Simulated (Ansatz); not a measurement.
Geometry optimisation, RKS B3LYP-D4/STO-3G in Ansatz.

input.yaml

```yaml
crystal:
  periodic: [false, false, false]
  atoms:
    - { symbol: Si, position_ang: [0.0, 0.0, 0.0] }
    - { symbol: C, position_ang: [0.0, 0.0, 1.87] }
    - { symbol: H, position_ang: [-0.9996, -0.3092, 2.2405] }
    - { symbol: H, position_ang: [0.7676, -0.7111, 2.2405] }
    - { symbol: H, position_ang: [0.232, 1.0203, 2.2405] }
    - { symbol: C, position_ang: [1.7634, 0.0, -0.6227] }
    - { symbol: H, position_ang: [2.1111, -1.0463, -0.7509] }
    - { symbol: H, position_ang: [1.8119, 0.5276, -1.5981] }
    - { symbol: H, position_ang: [2.4154, 0.5187, 0.1108] }
    - { symbol: C, position_ang: [-0.8808, 1.5259, -0.6227] }
    - { symbol: H, position_ang: [-1.9334, 1.2723, -0.8671] }
    - { symbol: H, position_ang: [-0.8624, 2.3106, 0.1622] }
    - { symbol: H, position_ang: [-0.3704, 1.9025, -1.5336] }
    - { symbol: O, position_ang: [-0.7913, -1.3709, -0.5594] }
    - { symbol: H, position_ang: [-1.2459, -1.8365, 0.2129] }
basis:
  gaussian: { orbitals: STO-3G }
hamiltonian:
  xc: b3lyp
  dispersion: d4
relax:
  f_tol: 0.02
  max_steps: 40
```

Launched with:

```bash
$ ansatz run input.yaml --threads 1 --pin off --max-ram 2048MiB --backend cpu --events-out ev --progress --plain --runs-dir out
```

Q: Where does it end, and by what steps?

A: The forces met the threshold. The force dipped under the threshold on the way, but the program's further checks kept it going. Limits of this set-up: minimal basis. After 13 steps the energy has fallen by 0.233 eV; H15 moved furthest, 0.70 Å.

```tsv
step	energy less start (eV)	largest force component (eV/Å)	accepted
0	0.0000	1.095	yes
1	-0.1195	0.528	yes
2	-0.1416	0.284	yes
3	-0.1835	0.213	yes
4	-0.1453	1.637	no
5	-0.1999	0.167	yes
6	-0.2126	0.131	yes
7	-0.2164	0.753	yes
8	-0.2291	0.014	yes
9	-0.2308	0.122	yes
10	-0.2319	0.058	yes
11	-0.2312	0.117	no
12	-0.2323	0.006	yes
13	-0.2325	0.011	yes
```

```xyz
15
Properties=species:S:1:pos:R:3
Si 0.050 -0.034 0.018
C -0.010 -0.081 1.900
H -1.040 -0.139 2.274
H 0.538 -0.944 2.297
H 0.443 0.824 2.324
C 1.825 0.065 -0.571
H 2.398 -0.815 -0.255
H 1.878 0.122 -1.665
H 2.326 0.953 -0.166
C -0.919 1.471 -0.566
H -1.968 1.432 -0.244
H -0.485 2.393 -0.160
H -0.910 1.554 -1.660
O -0.569 -1.480 -0.665
H -1.539 -1.517 -0.339
```

Whether the end is a true minimum wasn't checked by a vibrational analysis.

Time of the run: 47 s on 1 thread of Arm Neoverse V1, on a shared host, peak memory 0.13 GiB.
